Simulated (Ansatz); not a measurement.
`C[SiH2][O][ZnH]` + `BS` → `B[S][ZnH]` + `C[SiH2]O` at 600 K and 1 bar (ligand exchange at a Zn–O bond).

Program: Ansatz. Geometries: PBE0-D4/def2-TZVP. ΔE: electronic, gas phase. CCSD(T)/CBS is the MP2 limit (def2-TZVPP, def2-QZVPP) plus CCSD(T) − MP2 in def2-TZVPP, frozen cores. This one scheme is used for every species. For Zn outer-core shells are correlated without core-valence functions, which leaves a few kJ/mol of doubt a bond. Scalar relativity is left out up to krypton. Each species was taken in one conformer, which may not be the lowest.

| species | CCSD(T)/CBS energy (Eh) | H − E (kJ/mol) | S (J/(mol·K)) |
| --- | --- | --- | --- |
| `C[SiH2][O][ZnH]` | -2184.36423 | 230.0 | 451.8 |
| `BS` | -424.38198 | 108.7 | 286.1 |
| `B[S][ZnH]` | -2202.78318 | 117.6 | 366.2 |
| `C[SiH2]O` | -405.96945 | 226.2 | 370.0 |

H − E and S are ideal-gas, rigid-rotor, harmonic terms from PBE0-D4/def2-TZVP, for one conformer and one mirror image of each species. 1 Eh = 2625.50 kJ/mol, R = 8.31446 J/(mol·K).

Question: By hand: ΔE, ΔH, ΔS and ΔG.

Answer: ΔE = (-2202.78318) + (-405.96945) − (-2184.36423) − (-424.38198) = -0.00642 Eh = -16.9 kJ/mol. Δ(H − E) = 117.6 + 226.2 − 230.0 − 108.7 = 5.1, so ΔH = -11.8 kJ/mol. ΔS = 366.2 + 370.0 − 451.8 − 286.1 = -1.7 J/(mol·K). ΔG = -11.8 − 600 × (-1.7)/1000 = -10.8 kJ/mol.

Question: By hand: the equilibrium constant, and the temperature at which ΔG would vanish if ΔH and ΔS stayed fixed.

Answer: log₁₀ K = −ΔG/(RT ln 10) = 0.9. ΔG = 0 at ΔH/ΔS = 6941 K, far beyond where these terms or the molecules hold.

The number of gas molecules stays the same, so ΔS is small and ΔH decides. A doubt of 5 kJ/mol in ΔE shifts log₁₀ K by 0.4 here. Other conformers and mirror images would add mixing entropy, several J/(mol·K) or more a flexible species. Modes under 60 cm⁻¹, often nearly free rotors, make the harmonic entropy too high. These are equilibria of isolated gas molecules and say nothing of rates. Largest T1 diagnostic: 0.017 (customary marks: 0.02 for closed shells, 0.045 for open ones).
